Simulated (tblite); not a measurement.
C6H10BF3.
Numbering: `[BH2:1][C@H:2]([C:3](=[CH2:4])[CH2:5][CH3:6])[C:7]([F:8])([F:9])[F:10]` (hydrogens: H11, H12 on B1; H13 on C2; H14, H15 on C4; H16, H17 on C5; H18, H19, H20 on C6)

Computed with GFN2-xTB (tblite), gas phase: L-BFGS steps from a force-field or distance-geometry start until the largest atomic force falls under 0.01 eV/Å.

Step 0: E = -907.3006 eV
```
atom  x, y, z in Å  |  force x, y, z in eV/Å
B1     -1.1105    1.8303   -0.4792   -0.086   0.246  -0.565
C2     -1.0209    0.4211    0.2573    0.320   0.378   1.190
C3      0.1943   -0.3865   -0.2207   -0.283  -0.518  -1.582
C4      0.3133   -0.7284   -1.5258    0.099   0.266   1.382
C5      1.2518   -0.8065    0.7693   -0.344  -0.124   0.489
C6      2.4905    0.0702    0.6269    0.686   0.332   0.356
C7     -2.3275   -0.3803    0.1633    0.426  -0.101   0.001
F8     -3.3467    0.3206    0.7861    0.887  -1.162  -0.893
F9     -2.6732   -0.6174   -1.1513   -0.062   0.028   1.802
F10    -2.1882   -1.6014    0.8149   -0.647   1.383  -0.939
H11    -1.3311    1.8840   -1.6417    0.056  -0.036   0.422
H12    -0.9596    2.8309    0.1294    0.033  -0.347  -0.154
H13    -0.8733    0.6604    1.3516   -0.244  -0.626  -0.778
H14     1.1746   -1.3137   -1.8560   -0.513   0.256   0.083
H15    -0.4267   -0.4393   -2.2564    0.237  -0.102   0.067
H16     0.8724   -0.7285    1.8162    0.180  -0.063  -0.697
H17     1.5273   -1.8660    0.5961   -0.162   0.509   0.031
H18     3.2519   -0.2488    1.3780   -0.505   0.326  -0.564
H19     2.2345    1.1387    0.8173    0.249  -0.782  -0.220
H20     2.9419   -0.0288   -0.3785   -0.327   0.139   0.566
```

Q: Estimate the geometry and energy of step 1. (The exact step hangs on the optimiser's Hessian estimate; all steps are aligned on step 0, rigid shifts and turns removed.)

A: E = -907.4901 eV, largest force 1.311 eV/Å
```
atom  x, y, z in Å  |  force x, y, z in eV/Å
B1     -1.1117    1.8338   -0.4873   -0.012   0.004  -0.061
C2     -1.0163    0.4265    0.2743    0.230   0.181  -0.088
C3      0.1903   -0.3939   -0.2433   -0.255   0.177   1.274
C4      0.3147   -0.7246   -1.5060   -0.011  -0.218  -1.102
C5      1.2469   -0.8082    0.7763   -0.070   0.185  -0.258
C6      2.5003    0.0749    0.6320   -0.068  -0.064   0.111
C7     -2.3214   -0.3817    0.1633    0.683   0.260   0.109
F8     -3.3341    0.3040    0.7734    0.411  -0.727  -0.538
F9     -2.6741   -0.6170   -1.1255   -0.101  -0.036   1.025
F10    -2.1974   -1.5816    0.8015   -0.451   0.681  -0.540
H11    -1.3303    1.8835   -1.6357    0.000  -0.045   0.125
H12    -0.9592    2.8259    0.1272    0.034  -0.234  -0.140
H13    -0.8768    0.6515    1.3405   -0.069  -0.446  -0.078
H14     1.1673   -1.3100   -1.8548   -0.419   0.210   0.131
H15    -0.4234   -0.4407   -2.2555    0.374  -0.140   0.247
H16     0.8750   -0.7294    1.8063   -0.019  -0.015  -0.291
H17     1.5250   -1.8587    0.5966   -0.107   0.318   0.035
H18     3.2447   -0.2442    1.3699   -0.126   0.178  -0.191
H19     2.2381    1.1275    0.8142    0.175  -0.375  -0.121
H20     2.9373   -0.0268   -0.3704   -0.202   0.103   0.353
```

The energy changes by -0.1896 eV. The first-order estimate −F·Δx gives -0.3144 eV and the mean of the old and new forces, exact on a quadratic surface, -0.1859 eV. The step makes an angle of 0° with the force vector and moves no atom by more than 0.026 Å.

The cost below is that of the whole relaxation. On one thread, Arm Neoverse N1 (aarch64), shared host with 64 logical CPUs at a one-minute load of 60, this took 1.8 s of wall time.
